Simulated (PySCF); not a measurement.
A structure optimised at PBE-D3(BJ)/def2-SVP, used in a PySCF frequency run:

```
O
C 1 1.4227
H 2 1.1077 1 107.90
H 2 1.1114 3 108.73 1 -121.04
H 2 1.1124 3 108.57 4 -118.03
Si 1 1.6460 2 124.35 3 177.63
O 6 1.6588 1 108.79 2 63.90
H 7 0.9735 6 116.07 1 -169.66
Cl 6 2.0560 1 106.55 2 -175.00
Br 6 2.2392 1 111.04 2 -56.73
```
Charge 0, spin multiplicity 1.

### Question
Write its SMILES and formula.

### Answer
CO[Si](O)(Cl)Br, CH₄BrClO₂Si

### Question
What are its rotational constants (standard atomic weights)?

### Answer
1.5746, 1.1812, 0.86535 GHz
